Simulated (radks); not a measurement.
The numbers below are computed, except where a source is named.
Tm LIII, 17 electrons, occupied as [Ne] 3s2 3p5.

Code: a radial shooting solver on a logarithmic mesh with Libxc functionals. Model: scalar-relativistic Kohn-Sham, BLYP, spin-polarised, spherical densities, finite nucleus; open shells are filled with parallel spins first (spin-orbit coupling, left out, can overturn this in heavy ions); Fermi nuclear charge, rms radius 5.2256 fm.

Energy parts (hartree):
| part | energy |
|---|---|
| total | -10880.3768 |
| kinetic | 12026.8968 |
| electron-nucleus | -24014.0205 |
| Hartree | 1264.2926 |
| exchange-correlation | -157.5456 |

Orbitals (lengths in bohr, moments of r in powers of bohr; r(max) is where P^2 peaks; r(90%) holds 90 % of the orbital's charge):
orbital,occ.,eigenvalue (hartree),r(max),<r^4>,r(90%)
1s up,1,-2313.685,0.01261,8.070e-07,0.0363
1s down,1,-2313.563,0.01261,8.069e-07,0.0363
2s up,1,-498.4909,0.07157,0.0001185,0.130
2s down,1,-498.4083,0.07157,0.0001184,0.130
2p up,3,-456.4477,0.05821,0.00008929,0.121
2p down,3,-456.3280,0.05823,0.00008923,0.121
3s up,1,-194.8674,0.1936,0.003337,0.297
3s down,1,-194.5409,0.1937,0.003343,0.298
3p up,3,-182.2272,0.1885,0.003268,0.297
3p down,2,-181.8991,0.1885,0.003274,0.297
3d up,0,-169.8234,0.1499,0.002164,0.270
3d down,0,-169.5500,0.1497,0.002164,0.270
4s up,0,-102.5226,0.3891,0.03967,0.548
4s down,0,-102.3841,0.3894,0.03985,0.549

The highest occupied level is 3p down at -4949.7 eV. Spin moment in Bohr magnetons: 1. The electron density at the nucleus is 1.003e+06 e/bohr^3 (large components only). The density falls to 0.001 e/bohr^3 at r = 0.62 bohr. For comparison, the ionisation energy in NIST's Atomic Spectra Database is 4922 eV (theoretical). In exact Kohn-Sham theory the highest level is minus the ionisation energy, but local and semilocal functionals leave it too shallow, through self-interaction and a potential that decays too fast; potentials with the right tail come closer.
